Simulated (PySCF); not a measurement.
**Dipole moment and polarisability of `C[P@@](=O)(O)CC(F)(F)F`**

C3H6F3O2P.
Atom-mapped SMILES: `[CH3:1][P@@:2](=[O:3])([OH:4])[CH2:5][C:6]([F:7])([F:8])[F:9]` (hydrogens: H10, H11, H12 on C1; H13 on O4; H14, H15 on C5)

Cartesian coordinates in Å at the GFN2-xTB level; atoms count from 1:
```xyz
15
C3H6F3O2P angstrom
C     -2.1198   -0.5619   -0.2330
P     -0.5551    0.3222   -0.5260
O     -0.1200    0.4936   -1.9098
O     -0.7903    1.7077    0.2441
C      0.6590   -0.5827    0.5600
C      2.0195   -0.0320    0.2416
F      2.5248   -0.5171   -0.8896
F      1.9918    1.3069    0.1191
F      2.9246   -0.2948    1.2037
H     -2.3881   -0.5308    0.8175
H     -2.0204   -1.5898   -0.5689
H     -2.8876   -0.0693   -0.8234
H     -0.3278    2.4147   -0.2131
H      0.6487   -1.6495    0.3442
H      0.4364   -0.4093    1.6116
```

Level: wB97X-D/def2-SVPD (PySCF), static field, nuclei fixed, core orbitals frozen in the response. The polarisability tensor in these axes (au):

```
x   74.08  0.91  1.97
y    0.91 63.79 -2.02
z    1.97 -2.02 63.72
```

Task: Diagonalise the tensor; give its mean and Δα, where Δα² is half the sum of the squared differences of the eigenvalues.

Result: Principal values 61.41, 65.72 and 74.47 au; mean 67.20 au = 9.96 Å³ = 11.08 × 10⁻⁴⁰ C²·m²/J; Δα = 11.53 au (17 % of the mean).

Task: What is the dipole moment, and where does it point?

Result: (-2.88, -1.28, 2.88) D, 4.26 D in size, pointing from the negative to the positive side. Measured along this direction, the outermost atoms are F7 at the negative end and H10 at the positive end.

Task: Rayleigh depolarisation ratio (linearly polarised light, static tensor)?

Result: ρ = 3Δα²/(45ᾱ² + 4Δα²) = 398.5/(203197 + 531.4) = 0.00196.

Task: What would n − 1 = 2πNα be for an ideal gas of these molecules at 298.15 K and 1 atm, electronic part alone?

Result: N = p/kT = 2.4615 × 10¹⁹ cm⁻³, so n − 1 = 2π × N × 9.96 × 10⁻²⁴ cm³ = 1540 × 10⁻⁶ at long wavelengths, for an ideal gas.

Task: Along which axes do the principal values lie, and how far do the nuclei extend along each?

Result: Largest value along (0.98, 0.05, 0.17), where the nuclei span 6.05 Å; middle along (0.08, 0.74, -0.67), 3.30 Å; least along (-0.16, 0.67, 0.72), 2.92 Å. The response follows the extents in order.

Task: Sum over states: ᾱ = Σ f/ω², ω in Eh. What share falls to these 8 lowest TDDFT singlets (eV, f)? 8.04, 0.0458; 8.40, 0.0072; 8.43, 0.0559; 8.90, 0.0143; 9.01, 0.0141; 9.16, 0.0435; 9.30, 0.0520; 9.51, 0.0089.

Result: They add up to 2.35 au, 3.5 % of the 67.20 au; the largest single term is 0.58 au, from the state at 8.43 eV. Terms in order: 0.52, 0.08, 0.58, 0.13, 0.13, 0.38, 0.44, 0.07 au. Higher excitations give the rest. The strengths listed sum to 0.242.

Geometry: GFN2-xTB, one conformer, isolated molecule.

The pairwise dispersion term of wB97X-D wasn't added to the energies; at a given geometry it leaves orbitals and properties as they are.
